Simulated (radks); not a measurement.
Values are calculated unless marked as measured or tabulated.
Question: Ionisation of the sulfur ion S2+, [Ne] 3s2 3p2, to S3+, [Ne] 3s2 3p1, under several functionals. Dirac Kohn-Sham, spin-unpolarised, spherical densities, finite nucleus; open shells fill j = l - 1/2 first; a radial shooting solver on a logarithmic mesh with Libxc functionals. The NIST Atomic Spectra Database gives 34.86 eV (semi-empirical). Rank these functionals by the error of their Delta-SCF ionisation energy: exchange-only PBE; B86b exchange with PBE correlation; exchange-only LDA; BLYP; LDA (Slater exchange, Perdew-Wang correlation); HCTH/407.

Answer: From best to worst: HCTH/407 34.351 eV (-0.509); LDA (Slater exchange, Perdew-Wang correlation) 34.222 eV (-0.638); B86b exchange with PBE correlation 34.144 eV (-0.716); BLYP 33.993 eV (-0.867); exchange-only PBE 33.091 eV (-1.769); exchange-only LDA 32.812 eV (-2.048). Spin polarisation and multiplet splitting are left out, so open shells lie too high by an amount that depends on their filling.

Beside tabulated values, note that spin-unpolarised runs miss the spin-polarisation part of the exchange energy of open shells.
